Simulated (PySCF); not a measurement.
H₆O₄SnZr, SMILES [OH][Zr]([OH])([OH])[O][SnH3], multiplicity 1.

Geometry: PBE0-D3(BJ)/def2-SVP. The multiplicity is an assumed one; other spin states were not compared. The def2 effective core potentials stand for the cores of Sn, Zr; spin–orbit coupling is left out. One conformer was computed; it need not be the lowest.

Two levels are set side by side: PBE/def2-TZVP (PySCF) and r2SCAN/def2-TZVP (PySCF). Same geometry, gas phase. Differences are taken from unrounded values.

```json
[
 {"quantity": "orbital gap (eV)", "PBE": "5.33"},
 {"quantity": "highest occupied level (eV)", "PBE": "-6.56"},
 {"quantity": "lowest empty level (eV)", "PBE": "-1.23"},
 {"quantity": "dipole moment (D)", "PBE": "0.11"},
 {"quantity": "mean polarisability (bohr³)", "PBE": "97.7"}
]
```

**Question.** These are the PBE values. What does r2SCAN give? (An estimate is asked for; the answer gives what the named calculation found.)

**Answer.** 
| quantity | r2SCAN | PBE minus r2SCAN |
|---|---|---|
| orbital gap (eV) | 6.06 | -0.73 |
| highest occupied level (eV) | -6.91 | 0.35 |
| lowest empty level (eV) | -0.85 | -0.38 |
| dipole moment (D) | 0.16 | -0.05 |
| mean polarisability (bohr³) | 93.4 | 4.3 |

Rough cost on one machine, each run with all the roots and properties that it gave: r2SCAN against PBE about 3 times.
